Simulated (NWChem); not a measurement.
System: GeS, singlet; SMILES [Ge]=[S]

Excerpt of the output:

```
             Northwest Computational Chemistry Package (NWChem) 7.3.0
             --------------------------------------------------------

                             Geometry "geometry" -> ""
                             -------------------------

 Output coordinates in angstroms (scale by  1.889725989 to convert to a.u.)

  No.       Tag          Charge          X              Y              Z
 ---- ---------------- ---------- -------------- -------------- --------------
    1 Ge                  32.0000     0.00000000     0.00000000    -0.66984600
    2 S                   16.0000     0.00000000     0.00000000     1.34819400

 Effective nuclear repulsion energy (a.u.)     134.2583652890

                              NWChem Property Module
                              ----------------------

  itol2e modified to match energy
  convergence criterion.

                                 NWChem DFT Module
                                 -----------------

 Summary of "ao basis" -> "ao basis" (spherical)
 ------------------------------------------------------------------------------
       Tag                 Description            Shells   Functions and Types
 ---------------- ------------------------------  ------  ---------------------
 Ge                      x2c-tzvpall-s              18       54   6s7p4d1f
 S                       x2c-tzvpall-s              14       40   5s6p2d1f

  itol2e modified to match energy
  convergence criterion.

            General Information
            -------------------
          SCF calculation type: DFT
          Wavefunction type:  closed shell.
          No. of atoms     :     2
          No. of electrons :    48
           Alpha electrons :    24
            Beta electrons :    24
          Charge           :     0
          Spin multiplicity:     1
          Use of symmetry is: off; symmetry adaption is: off
          Maximum number of iterations: 150
          AO basis - number of functions:    94
                     number of shells:    32
          Convergence on energy requested:  1.00D-07
          Convergence on density requested:  1.00D-05
          Convergence on gradient requested:  5.00D-04

              XC Information
              --------------
                         PBE0 Method XC Functional
                     Hartree-Fock (Exact) Exchange  0.250
          PerdewBurkeErnzerhof Exchange Functional  0.750
            Perdew 1991 LDA Correlation Functional  1.000 local
           PerdewBurkeErnz. Correlation Functional  1.000 non-local

             Grid Information
             ----------------
          Grid used for XC integration:  fine
          Radial quadrature: Mura-Knowles
          Angular quadrature: Lebedev.
          Tag              B.-S. Rad. Rad. Pts. Rad. Cut. Ang. Pts.
          ---              ---------- --------- --------- ---------
          Ge                  1.25      140           8.0       974
          S                   1.00      123           9.0       770
          Grid pruning is: on
          Number of quadrature shells:   263
          Spatial weights used:  Erf1

      Superposition of Atomic Density Guess
      -------------------------------------

 Sum of atomic energies:       -2463.09840567
          Performing ZORA calculations
          ----------------------------

       Generating atomic ZORA corrections
       ----------------------------------

      Superposition of Atomic Density Guess
      -------------------------------------

 Sum of atomic energies:       -2463.09840567

      Non-variational initial energy
      ------------------------------

 Total energy =   -2463.279526
 1-e energy   =   -3703.495967
 2-e energy   =    1105.958076
 HOMO         =      -0.285903
 LUMO         =      -0.041229

   convergence    iter        energy       DeltaE   RMS-Dens  Diis-err
 ---------------- ----- ----------------- --------- --------- ---------
 d= 0,ls=0.0,diis     1  -2507.6328459344 -2.64D+03  1.92D-02  1.38D+02
 d= 0,ls=0.0,diis     2  -2507.3831962080  2.50D-01  3.15D-02  4.09D+00
 d= 0,ls=0.0,diis     3  -2506.8462547513  5.37D-01  1.96D-02  7.99D+00
 d= 0,ls=0.0,diis     4  -2507.8955223356 -1.05D+00  5.65D-03  1.64D-01
 d= 0,ls=0.0,diis     5  -2507.9211075426 -2.56D-02  1.65D-03  5.81D-02
  Resetting Diis
 d= 0,ls=0.0,diis     6  -2507.9307053805 -9.60D-03  1.32D-04  1.21D-03
 d= 0,ls=0.0,diis     7  -2507.9307497689 -4.44D-05  5.80D-05  2.18D-05
 d= 0,ls=0.0,diis     8  -2507.9307499394 -1.71D-07  3.16D-05  2.08D-05
 d= 0,ls=0.0,diis     9  -2507.9307516555 -1.72D-06  1.52D-05  3.03D-06
 d= 0,ls=0.0,diis    10  -2507.9307521055 -4.50D-07  4.49D-06  2.81D-07
 d= 0,ls=0.0,diis    11  -2507.9307521518 -4.62D-08  6.20D-07  8.98D-09

      Commencing ZORA Property Calculations
      -------------------------------------

(nogshift,skip_gshiftAOev,done_Fji)=( 1,F,T)

         Total DFT energy =    -2507.930752151790
      One electron energy =    -3751.696499278853
           Coulomb energy =     1215.116327153937
    Exchange-Corr. energy =     -105.608945315891
 Nuclear repulsion energy =      134.258365289016

       Scaling correction =       12.769453861839

 Numeric. integr. density =       48.000000011277

                       DFT Final Molecular Orbital Analysis
                       ------------------------------------

 Vector   22  Occ=2.000000D+00  E=-2.902281D-01
              MO Center=  1.9D-07, -3.9D-08,  1.1D-01, r^2= 3.3D+00
   Bfn.  Coefficient  Atom+Function         Bfn.  Coefficient  Atom+Function
  ----- ------------  ---------------      ----- ------------  ---------------
     6      0.430954  1 Ge s                 74      0.398734  2 S  pz
    24     -0.385487  1 Ge pz                77      0.290260  2 S  pz
     5      0.189785  1 Ge s                 18      0.170807  1 Ge pz
    27     -0.153869  1 Ge pz                71      0.137073  2 S  pz
    65      0.132964  2 S  pz                 4     -0.111134  1 Ge s

 Vector   23  Occ=2.000000D+00  E=-2.896129D-01
              MO Center= -7.5D-08, -7.6D-08,  8.9D-01, r^2= 2.1D+00
   Bfn.  Coefficient  Atom+Function         Bfn.  Coefficient  Atom+Function
  ----- ------------  ---------------      ----- ------------  ---------------
    73      0.337206  2 S  py                72      0.328697  2 S  px
    76      0.231013  2 S  py                75      0.225184  2 S  px
    23      0.179613  1 Ge py                22      0.175081  1 Ge px
    26      0.118410  1 Ge py                25      0.115422  1 Ge px
    64      0.107711  2 S  py                70      0.106797  2 S  py

 Vector   24  Occ=2.000000D+00  E=-2.896129D-01
              MO Center= -1.2D-07,  1.2D-07,  8.9D-01, r^2= 2.1D+00
   Bfn.  Coefficient  Atom+Function         Bfn.  Coefficient  Atom+Function
  ----- ------------  ---------------      ----- ------------  ---------------
    72      0.337206  2 S  px                73     -0.328697  2 S  py
    75      0.231013  2 S  px                76     -0.225184  2 S  py
    22      0.179613  1 Ge px                23     -0.175081  1 Ge py
    25      0.118410  1 Ge px                26     -0.115422  1 Ge py
    63      0.107711  2 S  px                69      0.106797  2 S  px

[...]

          -----------------------------------------
          Chemical Shielding Tensors (GIAO, in ppm)
          -----------------------------------------

                                NWChem CPHF Module
                                ------------------

  scftype          =     RHF
  nclosed          =       24
  nopen            =        0
  variables        =     1680
  # of vectors     =        3
  tolerance        = 0.10D-03
  level shift      = 0.00D+00
  max iterations   =       50
  max subspace     =       30

 SCF residual:    2.8631088444061229E-005

Iterative solution of linear equations
  No. of variables     1680
  No. of equations        3
  Maximum subspace       30
        Iterations       50
       Convergence  1.0D-04

   iter   nsub   residual    time
   ----  ------  --------  ---------
     1      3    8.58D-01      86.7
     2      6    2.15D-02      98.2
     3      9    1.34D-03     107.0
     4     12    6.45D-05     113.9

      Atom:    1  Ge
        Diamagnetic
   2748.2884     -0.0000      0.0000
     -0.0000   2748.2884     -0.0000
      0.0000     -0.0000   2753.3419

        Paramagnetic
  -3750.3410      0.0000      0.0000
      0.0000  -3750.3410      0.0000
      0.0000      0.0000     11.0026

        Total Shielding Tensor
  -1002.0526      0.0000      0.0000
      0.0000  -1002.0526      0.0000
      0.0000      0.0000   2764.3445

           isotropic =     253.4131
          anisotropy =    3766.3970

          Principal Components and Axis System
                 1           2           3
             2764.3445  -1002.0526  -1002.0525

      1         0.0000      0.7091      0.7051
      2         0.0000     -0.7051      0.7091
      3         1.0000      0.0000     -0.0000

      Atom:    2  S
        Diamagnetic
   1054.8160      0.0000      0.0000
      0.0000   1054.8160     -0.0000
      0.0000     -0.0000   1062.4795

        Paramagnetic
  -1967.3499      0.0000     -0.0000
      0.0000  -1967.3499      0.0000
     -0.0000      0.0000      1.0203

        Total Shielding Tensor
   -912.5340      0.0000     -0.0000
      0.0000   -912.5340      0.0000
     -0.0000      0.0000   1063.4998

           isotropic =    -253.8560
          anisotropy =    1976.0338

          Principal Components and Axis System
                 1           2           3
             1063.4998   -912.5340   -912.5339

      1        -0.0000     -0.7066      0.7076
      2         0.0000      0.7076      0.7066
      3         1.0000     -0.0000     -0.0000
```

Level: PBE0/x2c-TZVPall-s, scalar ZORA without spin-orbit coupling, GIAO. Low-valent species are run as closed-shell singlets; no triplet was tried in these runs. Geometry: optimised at PBE0/def2-SVP. The printed shielding anisotropy is the first printed principal value minus the mean of the other two.

Task: Write an input that gives this output.

Result: This is not unique; one that fits is the input that was run:
```
start job
memory heap 200 mb stack 900 mb global 1100 mb
geometry units angstroms noautosym nocenter noautoz
  Ge     0.000000     0.000000    -0.669846
  S      0.000000     0.000000     1.348194
end
basis spherical bse
  Ge library x2c-tzvpall-s
  S library x2c-tzvpall-s
end
relativistic
  zora on
  zora:cutoff 1d-30
end
dft
  xc pbe0
  grid fine
  iterations 150
end
property
  shielding
end
task dft property
```
